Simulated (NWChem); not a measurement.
System: SbBrF2; SMILES [Br][Sb]([F])[F]

NWChem printed, in part:

```
             Northwest Computational Chemistry Package (NWChem) 7.3.0
             --------------------------------------------------------

 CS  symmetry detected

                             Geometry "geometry" -> ""
                             -------------------------

 Output coordinates in angstroms (scale by  1.889725989 to convert to a.u.)

  No.       Tag          Charge          X              Y              Z
 ---- ---------------- ---------- -------------- -------------- --------------
    1 Sb                  51.0000     0.35044047     0.75318570     0.00000000
    2 F                    9.0000    -0.87668555     1.20442035    -1.41099312
    3 F                    9.0000    -0.87668555     1.20442035     1.41099312
    4 Br                  35.0000    -0.05977497    -1.71691535     0.00000000

 Effective nuclear repulsion energy (a.u.)     744.6141449865

      Symmetry information
      --------------------

 Group name             Cs
 Group number              2
 Group order               2
 No. of unique centers     3

                                Z-matrix (autoz)
                                --------

 Units are Angstrom for bonds and degrees for angles

      Type          Name      I     J     K     L     M      Value
      ----------- --------  ----- ----- ----- ----- ----- ----------
    1 Stretch                  1     2                       1.92363
    2 Stretch                  1     3                       1.92363
    3 Stretch                  1     4                       2.50393
    4 Bend                     2     1     3                94.36216
    5 Bend                     2     1     4                97.29022
    6 Bend                     3     1     4                97.29022

  xc_inp: hfexch multiplicative factor not found.

                           NWChem Geometry Optimization
                           ----------------------------

 maximum gradient threshold         (gmax) =   0.000450
 rms gradient threshold             (grms) =   0.000300
 maximum cartesian step threshold   (xmax) =   0.001800
 rms cartesian step threshold       (xrms) =   0.001200
 fixed trust radius                (trust) =   0.300000
 source of zmatrix                         =   autoz

          -------------------
          Energy Minimization
          -------------------

 Using diagonal initial Hessian
 Scaling for Hessian diagonals: bonds = 1.00  angles = 0.25  torsions = 0.10

          --------
          Step   0

[...]

      ----------------------
      Optimization converged
      ----------------------

  Step       Energy      Delta E   Gmax     Grms     Xrms     Xmax
  ---- ---------------- -------- -------- -------- -------- --------
@    4   -9043.60650065 -4.1D-07  0.00003  0.00002  0.00063  0.00110
                                     ok       ok       ok       ok

                                Z-matrix (autoz)
                                --------

 Units are Angstrom for bonds and degrees for angles

      Type          Name      I     J     K     L     M      Value     Gradient
      ----------- --------  ----- ----- ----- ----- ----- ---------- ----------
    1 Stretch                  1     2                       1.87227    0.00003
    2 Stretch                  1     3                       1.87227    0.00003
    3 Stretch                  1     4                       2.59231   -0.00000
    4 Bend                     2     1     3                91.48415   -0.00000
    5 Bend                     2     1     4                96.78761    0.00001
    6 Bend                     3     1     4                96.78761    0.00001

                         Geometry "geometry" -> "geometry"
                         ---------------------------------

 Output coordinates in angstroms (scale by  1.889725989 to convert to a.u.)

[...]

 Rotational Constants
 --------------------
 A=   0.148894 cm-1  (  0.214221 K)
 B=   0.039529 cm-1  (  0.056872 K)
 C=   0.037471 cm-1  (  0.053911 K)

 Temperature                      =   298.15K
 frequency scaling parameter      =   1.0000

 Zero-Point correction to Energy  =    3.343 kcal/mol  (  0.005327 au)
 Thermal correction to Energy     =    6.627 kcal/mol  (  0.010561 au)
 Thermal correction to Enthalpy   =    7.219 kcal/mol  (  0.011504 au)

 Total Entropy                    =   79.727 cal/mol-K
   - Translational                =   42.294 cal/mol-K (mol. weight = 238.8171)
   - Rotational                   =   28.370 cal/mol-K (symmetry #  =        1)
   - Vibrational                  =    9.063 cal/mol-K

 Cv (constant volume heat capacity) =   14.697 cal/mol-K
   - Translational                  =    2.979 cal/mol-K
   - Rotational                     =    2.979 cal/mol-K
   - Vibrational                    =    8.738 cal/mol-K

[normal modes left out]

 ----------------------------------------------------------------------------
 Normal Eigenvalue ||           Projected Infra Red Intensities
  Mode   [cm**-1]  || [atomic units] [(debye/angs)**2] [(KM/mol)] [arbitrary]
 ------ ---------- || -------------- ----------------- ---------- -----------
    1       -0.000 ||    0.000691           0.016         0.674       0.377
    2       -0.000 ||    0.000011           0.000         0.011       0.006
    3       -0.000 ||    0.000643           0.015         0.627       0.351
    4       -0.000 ||    0.001394           0.032         1.359       0.761
    5        0.000 ||    0.003780           0.087         3.685       2.064
    6        0.000 ||    0.001905           0.044         1.857       1.040
    7      142.423 ||    0.002433           0.056         2.372       1.328
    8      169.207 ||    0.008777           0.202         8.556       4.792
    9      252.022 ||    0.035351           0.816        34.462      19.301
   10      262.710 ||    0.041644           0.961        40.597      22.737
   11      752.793 ||    0.060127           1.387        58.615      32.829
   12      760.213 ||    0.063028           1.454        61.443      34.412
 ----------------------------------------------------------------------------
```

Level: Hartree-Fock/3-21G, non-relativistic. This build's default masses of Se (78.918 u) and Br (79.917 u) are each other's, which moves their modes by up to 0.6 %.

### Question
Write an input that gives this output.

### Answer
Several could match; the one computed here: the input that was run:
```
start job
memory heap 200 mb stack 900 mb global 1100 mb
geometry units angstroms
  Sb     0.000040     0.741617     0.274408
  F     -1.414300     1.116359    -0.974423
  F      1.407677     1.118232    -0.981401
  Br     0.001075    -1.748878     0.015353
end
basis spherical
  * library 3-21g
end
dft
  xc hfexch
  iterations 150
end
driver
  maxiter 120
end
task dft optimize
task dft freq
```
